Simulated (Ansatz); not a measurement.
The lowest singlet and triplet of N2 (SMILES N#N); geometries from B3LYP-D3(BJ)/def2-TZVP, each state relaxed from the structure named, with no frequency check.
Singlet (charge 0, multiplicity 1):
```xyz
2

N      0.0000     0.0000    -0.5455
N      0.0000     0.0000     0.5455
```

```json
[
 {"level": "R-HF/cc-pVTZ", "gap E(singlet) − E(triplet), vertical, at the singlet's geometry (eV)": "-6.638", "cost": "-"},
 {"level": "R-r2SCAN/def2-TZVPP", "gap E(singlet) − E(triplet), vertical, at the singlet's geometry (eV)": "-7.678", "cost": "×2"},
 {"level": "R-B3LYP/def2-TZVPP", "gap E(singlet) − E(triplet), vertical, at the singlet's geometry (eV)": "-7.803", "cost": "×0.9"},
 {"level": "R-PBE0/def2-TZVPP", "gap E(singlet) − E(triplet), vertical, at the singlet's geometry (eV)": "-7.786", "cost": "×0.8"},
 {"level": "U-wB97M-V/def2-TZVPP", "gap E(singlet) − E(triplet), vertical, at the singlet's geometry (eV)": "-8.198", "cost": "×5"},
 {"level": "R-MP2/cc-pVQZ", "gap E(singlet) − E(triplet), vertical, at the singlet's geometry (eV)": "-8.971", "cost": "-"},
 {"level": "R-SCS-MP2/cc-pVTZ", "gap E(singlet) − E(triplet), vertical, at the singlet's geometry (eV)": "-8.831", "cost": "-"},
 {"level": "R-SCS-MP2/cc-pVQZ", "gap E(singlet) − E(triplet), vertical, at the singlet's geometry (eV)": "-8.849", "cost": "-"},
 {"level": "R-CCSD/cc-pVTZ", "gap E(singlet) − E(triplet), vertical, at the singlet's geometry (eV)": "-8.216", "cost": "-"},
 {"level": "U-CCSD(T)/cc-pVDZ", "gap E(singlet) − E(triplet), vertical, at the singlet's geometry (eV)": "-8.364", "cost": "×0.8"},
 {"level": "U-CCSD(T)/cc-pVTZ", "gap E(singlet) − E(triplet), vertical, at the singlet's geometry (eV)": "-8.342", "cost": "×3"},
 {"level": "SA-CASSCF(10,8)/cc-pVTZ", "gap E(singlet) − E(triplet), vertical, at the singlet's geometry (eV)": "-8.258", "cost": "-"},
 {"level": "FIC-NEVPT4(SD) on SA-CASSCF(10,8)/cc-pVTZ", "gap E(singlet) − E(triplet), vertical, at the singlet's geometry (eV)": "-7.945", "cost": "-"},
 {"level": "FIC-MRCISD+Q on SA-CASSCF(10,8)/cc-pVQZ", "gap E(singlet) − E(triplet), vertical, at the singlet's geometry (eV)": "-7.965", "cost": "-"}
]
```

The rows run from -8.971 (R-MP2/cc-pVQZ) to -6.638 eV (R-HF/cc-pVTZ). From cc-pVDZ to cc-pVTZ U-CCSD(T) changes by 0.022.

A positive gap puts the triplet lower; no zero-point energy. R- takes a restricted singlet. U- takes an unrestricted singlet (broken symmetry where lower, unprojected). The triplet is unrestricted in single-reference levels. Active spaces average the two states. CCSD(T) and the multireference levels part by over 6 kcal/mol here: they may describe different states of a spin, or one family misses.

Cores are frozen in the correlated methods.

Run with Ansatz (a program for electronic structure) with Gaussian orbitals. 

Costs are rough ratios of core time to R-PBE/def2-TZVPP (about 2.7 s over the structures, on one shared machine); a dash marks a level with no comparable run of its own.
